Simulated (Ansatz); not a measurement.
Ansatz (a quantum-chemistry and plane-wave program) input:

Ansatz 0.2 input:
```yaml
crystal:
  periodic: [false, false, false]
  atoms:
    - {symbol: Si, position_ang: [-0.22232496, -0.07848819, 0.05798593]}
    - {symbol: F, position_ang: [-0.78179315, -1.15721013, -1.05762140]}
    - {symbol: F, position_ang: [-1.04557783, -0.61946672, 1.34782981]}
    - {symbol: F, position_ang: [-1.25142440, 1.12729759, -0.39574523]}
    - {symbol: N, position_ang: [1.35403943, 0.14480439, 0.40413104]}
    - {symbol: H, position_ang: [1.95908175, 0.47609126, -0.33535751]}
basis:
  gaussian:
    orbitals: def2-TZVP
hamiltonian:
  xc: b3lyp
  dispersion: d3bj
total_charge: -1
relax: {f_tol: 0.002, max_steps: 150}
```

What final total energy does it print?

-644.84320 Eh (B3LYP-D3(BJ)/def2-TZVP). The basis has 167 functions. The run takes around 50 core-seconds (rough).

It need not be the lowest isomer of its formula. Whether it binds its extra electron was not tested at this geometry.
